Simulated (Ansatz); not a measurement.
`CO[C](=N)[GeH3]` → `[GeH2]` + `COC=N` at 298.15 K and 1 bar (germylene formation by 1,1-elimination).

Calculated with Ansatz (gas phase, PBE0-D4/def2-TZVP geometries, no zero-point term in ΔE). CCSD(T)/CBS adds triple-zeta CCSD(T) − MP2 to the extrapolated MP2 energy (def2 sets, frozen cores). For Ge outer-core shells are correlated without core-valence functions, which leaves a few kJ/mol of doubt a bond. Scalar relativity is left out up to krypton. Each species was taken in one conformer, which may not be the lowest.

```csv
species,CCSD(T)/CBS energy (Eh),H − E (kJ/mol),S (J/(mol·K))
`CO[C](=N)[GeH3]`,-2286.26718,251.7,353.9
`[GeH2]`,-2077.24753,38.7,220.4
`COC=N`,-208.96207,210.7,283.2
```

H − E and S are ideal-gas, rigid-rotor, harmonic terms from PBE0-D4/def2-TZVP, for one conformer and one mirror image of each species. 1 Eh = 2625.50 kJ/mol, R = 8.31446 J/(mol·K).

Problem. By hand: ΔE, ΔH, ΔS and ΔG.

Solution. ΔE = (-2077.24753) + (-208.96207) − (-2286.26718) = 0.05758 Eh = 151.2 kJ/mol. Δ(H − E) = 38.7 + 210.7 − 251.7 = -2.3, so ΔH = 148.9 kJ/mol. ΔS = 220.4 + 283.2 − 353.9 = 149.7 J/(mol·K). ΔG = 148.9 − 298.15 × (149.7)/1000 = 104.3 kJ/mol.

Problem. By hand: the equilibrium constant, and the temperature at which ΔG would vanish if ΔH and ΔS stayed fixed.

Solution. log₁₀ K = −ΔG/(RT ln 10) = -18.3. ΔG = 0 at ΔH/ΔS = 995 K.

The number of gas molecules changes by +1, which sets the sign of ΔS. A doubt of 5 kJ/mol in ΔE shifts log₁₀ K by 0.9 here. Other conformers and mirror images would add mixing entropy, several J/(mol·K) or more a flexible species. These are equilibria of isolated gas molecules and say nothing of rates. Largest T1 diagnostic: 0.014 (customary marks: 0.02 for closed shells, 0.045 for open ones).
